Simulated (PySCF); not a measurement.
Species: C₅H₁₀N₂.
SMILES with atom numbers: `[CH2:1]=[N:2]/[N:3]=[C:4](\[CH3:5])[CH2:6][CH3:7]` (hydrogens: H8, H9 on C1; H10, H11, H12 on C5; H13, H14 on C6; H15, H16, H17 on C7)

Computed with PySCF at PBE0/pcSseg-1 and B3LYP/def2-SVPD, non-relativistic, on one gas-phase PBE0-D3(BJ)/def2-SVP geometry that isn't relaxed in the solvent. The solvent is an IEF-PCM continuum (cavity from Bondi-type radii × 1.2). Specific hydrogen bonds and non-electrostatic terms are outside this model.

Gas phase at PBE0/pcSseg-1: HOMO -6.75 eV, LUMO -0.59 eV, dipole 2.04 D.

Problem. What does the continuum do to the energy, the frontier levels and the dipole at PBE0/pcSseg-1 in chloroform and acetonitrile?

Solution. 
```
     solvent      ε  E(solvent) − E(gas) (kcal/mol)  polarisation term (kcal/mol)  distortion of the solute (kcal/mol)  HOMO (eV)  LUMO (eV)  dipole (D)
  chloroform  4.711                           -3.65                         -4.20                                 0.55      -6.88      -0.64        2.58
acetonitrile  35.69                           -5.19                         -6.35                                 1.16      -6.95      -0.68        2.85
```

Polarisation term: ½ Σ q·V over the induced surface charges. Distortion: the rise of the solute's own energy as its density leaves the gas-phase optimum. From chloroform to acetonitrile the lowering changes by a factor 1.42, Onsager's factor (ε − 1)/(2ε + 1) by 1.35 and ε itself by 7.6.

Problem. Which radius a makes the point-dipole formula ΔE = −[(ε − 1)/(2ε + 1)]·μ²/a³ give the value in acetonitrile, with the gas-phase dipole?

Solution. μ = 0.802 au and |ΔE| = 0.00827 Eh give a = 1.77 Å; the farthest nucleus lies 4.15 Å from the centroid of the nuclei, so such a sphere wouldn't even hold the nuclei. The formula assumes a rigid point dipole at the centre of a sphere.

Problem. Which Hirshfeld charges (PBE0/pcSseg-1) respond most in acetonitrile (means over atoms taken as equivalent)?

Solution. 
| atoms | environment | gas (e) | solvent (e) | change |
| --- | --- | --- | --- | --- |
| N3 | C=N nitrogen | -0.113 | -0.146 | -0.033 |
| N2 | C=N nitrogen | -0.089 | -0.118 | -0.029 |
| H9 | hydrogen on a C=N carbon | +0.043 | +0.053 | +0.010 |
| H8 | hydrogen on a C=N carbon | +0.055 | +0.065 | +0.010 |
| C1 | C=N carbon | -0.021 | -0.013 | +0.008 |
| H10/H11/H12 | methyl hydrogen | +0.045 | +0.050 | +0.005 |

Gas phase at B3LYP/def2-SVPD: HOMO -6.59 eV, LUMO -0.94 eV, dipole 1.99 D.

Problem. What does the continuum do to the energy, the frontier levels and the dipole at B3LYP/def2-SVPD in acetonitrile?

Solution. 
| solvent | ε | E(solvent) − E(gas) (kcal/mol) | polarisation term (kcal/mol) | distortion of the solute (kcal/mol) | HOMO (eV) | LUMO (eV) | dipole (D) |
| --- | --- | --- | --- | --- | --- | --- | --- |
| acetonitrile | 35.69 | -4.92 | -6.20 | 1.28 | -6.77 | -1.01 | 2.92 |

Problem. How does the static polarisability (B3LYP/def2-SVPD, frozen core, with the continuum's full static response) change?

Solution. 
```json
{"medium": "gas", "isotropic (au)": "83.0", "principal values (au)": "63.9, 69.9, 115.1", "⟨r²⟩ of the electrons (bohr²)": "975.1"}
{"medium": "acetonitrile", "isotropic (au)": "110.9", "principal values (au)": "89.1, 95.5, 148.2", "⟨r²⟩ of the electrons (bohr²)": "973.3"}
```

The isotropic value in acetonitrile is 1.34 times the gas-phase one; no cavity-field correction is applied. ⟨r²⟩ is taken about the centre of nuclear charge.

Hardware: an Arm Neoverse V2 with one thread, on a shared host. Cost: 18 s, 0.92 GiB resident at most. This is the whole shielding run at PBE0/pcSseg-1 in acetonitrile, SCF included.

Conformer computed: `[CH2:1]=[N:2]/[N:3]=[C:4](\[CH3:5])[CH2:6][CH3:7]`: C1–N2–N3–C4 -116°, N3–C4–C6–C7 109°.
